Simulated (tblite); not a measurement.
C5H2FO2 (doublet state).
Numbering: `[O:1]=[c:2]1[c:3][c:4]([F:5])[o:6][cH:7][cH:8]1` (hydrogens: H9 on C7; H10 on C8)

Structure used (GFN2-xTB), in Å, numbered top down from 1:
```
atom  x, y, z in Å
O1    -1.429   -2.169    0.080
C2    -0.647   -1.253    0.048
C3     0.786   -1.256    0.061
C4     1.537   -0.165    0.018
F5     2.862   -0.157    0.032
O6     1.059    1.104   -0.046
C7    -0.272    1.206   -0.059
C8    -1.108    0.162   -0.018
H9    -0.601    2.235   -0.108
H10   -2.178    0.298   -0.030
```

All values are computed: GFN2-xTB (tblite) harmonic vibrations without scaling, gas phase. The method is semi-empirical: single wavenumbers can be off by several per cent or more. One conformer, not necessarily the lowest. Open shells enter through the occupations alone, without spin polarisation, and single modes of such species can be off by tens of per cent.

Harmonic wavenumbers (cm⁻¹): 113.9, 190.0, 333.0, 416.7, 454.7, 482.8, 511.5, 569.3, 654.3, 748.9, 810.2, 862.5, 908.4, 938.7, 1054.5, 1132.8, 1162.6, 1201.7, 1281.7, 1593.8, 1654.9, 1745.2, 3067.4, 3112.0.

A = 4286, B = 1836, C = 1286 MHz; mass 113.004 u (most abundant isotopes); point group Cs, symmetry number 1; spin multiplicity 2.

Question: What is the zero-point energy?

Answer: Half the sum of the wavenumbers: 12501 cm⁻¹ = 35.74 kcal/mol.

Question: What is S at 298.15 K and 1 bar for an ideal gas of classical rigid rotors and harmonic oscillators?

Answer: Translation 40.11, rotation 27.85, vibration 11.70, spin (R ln 2) 1.38: S = 81.0 cal/(mol K).

Question: And Cp and H(298.15 K) − H(0)?

Answer: Cp = 24.82 cal/(mol K), of which vibrations give 16.87 (their classical limit is 24 R = 47.7); H(298.15 K) − H(0) = 4.52 kcal/mol without the zero-point energy, 2.15 from vibrations.

Question: How do the functions run with temperature in this model?

Answer: 
```
 T (K)  S (cal/(mol K))  Cp (cal/(mol K))  H − H(0) (kcal/mol)  G − H(0) (kcal/mol)  ln q(vib)
    50             55.5               9.1                 0.41                -2.36       0.04
   100             62.6              11.6                 0.93                -5.33       0.30
373.15             87.1              29.3                 6.55               -25.95       3.21
   500             96.5              35.2                10.66               -37.61       4.89
   750            112.3              42.5                20.46               -63.79       8.22
  1000            125.2              46.6                31.65               -93.54      11.33
```

q(vib) and H(0) count from the zero-point level.

Question: Blend soft modes into free rotors: weight 1/[1 + (100 cm⁻¹/ν̃)⁴] for the oscillator and the rest for a rotor with moment μB/(μ + B), μ = h/(8π²ν), B = 10⁻⁴⁴ kg m². What vibrational entropy results?

Answer: 11.53 cal/(mol K) in place of 11.70, which changes −T·S at 298.15 K by +0.05 kcal/mol.

Question: What must be added to the electronic energy to get the Gibbs energy at 298.15 K and 1 bar?

Answer: ZPE + [H(298.15 K) − H(0)] − T·S = 35.74 + 4.52 − 24.16 = 16.10 kcal/mol.

Question: Which modes carry the vibrational entropy at 298.15 K?

Answer: 113.9 cm⁻¹: 3.20; 190.0 cm⁻¹: 2.23; 333.0 cm⁻¹: 1.25; 416.7 cm⁻¹: 0.90; 454.7 cm⁻¹: 0.78; 482.8 cm⁻¹: 0.70 cal/(mol K); the other 18 give 2.64 together.

Hindered rotation and anharmonicity are outside this model. Other conformers, if any are populated, would add a mixing term that is left out.
